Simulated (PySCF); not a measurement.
# Nuclear quadrupole coupling in `CS[SiH2]C[SiH2][C@@H](C)F`

Species: C4H13FSSi2.
Geometry (GFN2-xTB, Å), atoms numbered from 1 in this order:
```xyz
21
C4H13FSSi2 angstrom
C      4.3239    0.4713   -0.7013
S      3.3277   -0.9927   -0.2959
Si     1.3979   -0.0544   -0.1143
C      0.2171   -1.4701    0.3321
Si    -1.4525   -0.9224    1.0322
C     -2.1909    0.3938   -0.1568
C     -3.5822    0.8663    0.2215
F     -1.3281    1.4957   -0.1389
H      3.9706    0.9056   -1.6310
H      4.2526    1.1941    0.1053
H      5.3495    0.1369   -0.8133
H      1.5192    0.9562    0.9328
H      1.0981    0.5563   -1.4074
H      0.0574   -2.0803   -0.5573
H      0.7036   -2.1217    1.0571
H     -1.3032   -0.2796    2.3388
H     -2.4067   -2.0358    1.1021
H     -2.1848    0.0587   -1.2005
H     -3.9132    1.6660   -0.4389
H     -4.2768    0.0350    0.1466
H     -3.5881    1.2377    1.2430
```

Field gradients from the PBE0/pcSseg-1 density (PySCF, non-relativistic), principal values in atomic units, ordered |Vxx| ≤ |Vyy| ≤ |Vzz|:

```csv
atom,Vxx,Vyy,Vzz
S2,0.1533,2.1673,-2.3206
```

Question: Find the asymmetry η = (Vxx − Vyy)/Vzz and the couplings χ = eQV/h (234.96 MHz × Q in barn × V in au), with Q(33S) = −0.0678 b.

Answer: 
| atom | environment | nucleus | η | χzz (MHz) | χxx (MHz) | χyy (MHz) |
| --- | --- | --- | --- | --- | --- | --- |
| S2 | sulfur bonded to C and Si | 33S | 0.87 | 36.97 | -2.44 | -34.53 |

Question: What is Vzz at S2 in SI units (1 au = 9.71736 × 10²¹ V/m²)?

Answer: -2.3206 au = -22.550 × 10²¹ V/m².

Question: And the gradient at the other heavy atoms, for which no coupling is worked out here?

Answer: 
```tsv
atom	environment	Vzz (au)	η
C1	S-methyl carbon	0.284	0.03
Si3	SiH2 silicon	0.513	0.34
C4	sp3 carbon bound to silicon	-0.033	0.91
Si5	SiH2 silicon	-0.116	0.70
C6	sp3 C–F carbon	0.597	0.24
C7	methyl carbon	0.069	0.36
F8	alkyl fluorine	3.005	0.06
```

Question: What couplings would deuterons (Q(2H) = 0.00286 b) have in place of the hydrogens, at this geometry?

Answer: 
```tsv
atom	bonded to	bond length (Å)	Vzz (au)	η	χzz (kHz)
H9	C1	1.085	0.3153	0.03	212
H10	C1	1.085	0.3149	0.03	212
H11	C1	1.085	0.3187	0.04	214
H12	Si3	1.460	0.1639	0.04	110
H13	Si3	1.461	0.1637	0.04	110
H14	C4	1.090	0.3191	0.01	214
H15	C4	1.089	0.3201	0.00	215
H16	Si5	1.464	0.1622	0.02	109
H17	Si5	1.468	0.1588	0.01	107
H18	C6	1.096	0.2902	0.08	195
H19	C7	1.089	0.3118	0.02	210
H20	C7	1.086	0.3166	0.03	213
H21	C7	1.087	0.3133	0.03	211
```

Geometry: GFN2-xTB, one conformer, isolated molecule. GFN2-xTB bond lengths can be off by several hundredths of an ångström, more for odd bonds, and the gradients follow them. The basis is small and wasn't made for field gradients, so the couplings can be 20 % off.
